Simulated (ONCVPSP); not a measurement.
# Transferability test, ONCV potential for silver

silver, optimised norm-conserving Vanderbilt (ONCV), made with ONCVPSP 4.0.1 (PBE, fully relativistic). Core [Ar] 3d10, reference 4s2 4p6 4d9 (charge +2). Waves: 4s: rc 1.25 bohr, ncon 4, nbas 7, qcut 10.4 1/bohr, 2 projectors, debl 3.6 Ha; 4p: rc 1.30 bohr, ncon 4, nbas 7, qcut 13.4 1/bohr, 2 projectors, debl 2.6 Ha; 4d: rc 1.35 bohr, ncon 4, nbas 7, qcut 8.2 1/bohr, 3 projectors, debl 3.2 Ha. Local part: polynomial inside 1.10 bohr (lpopt 1, dvloc0 0 Ha). Core correction: Teter function, parameters optimised by the program.

Open shells are filled in proportion to 2j + 1.

In the s channel the program set the typed energies aside and used -4.319, 0.250 Ha. In the p channel the program set the typed energies aside and used -2.916, 0.250 Ha (j = l + 1/2; the other j can differ).

Energies are relative to the spin-unpolarised reference configuration 4s2 4p6 4d9; without spin polarisation the order of configurations can differ from experiment.

```json
{"valence configuration": "4s2 4p6 4d10 5s1", "charge": "0", "ΔE all-electron (eV)": "-29.875", "error AE − PS (meV)": "-143"}
{"valence configuration": "4s2 4p6 4d10 5s0.5", "charge": "+0.5", "ΔE all-electron (eV)": "-26.857", "error AE − PS (meV)": "-100"}
```

**Question.** What are ΔE and the potential's error for 4s2 4p6 4d10?

**Answer.** ΔE = -22.115 eV all-electron; the error (AE − PS) is -58 meV.

**Question.** What are ΔE and the potential's error for 4s2 4p6 4d8?

**Answer.** ΔE = 36.190 eV all-electron; the error (AE − PS) is -72 meV.

Levels in the configuration 4s2 4p6 4d8:

```csv
level,all-electron (eV),pseudo (eV)
4s j=1/2,-133.634,-133.747
4p j=3/2,-95.171,-95.298
4p j=1/2,-100.389,-100.511
4d j=5/2,-43.464,-43.614
4d j=3/2,-44.133,-44.280
```
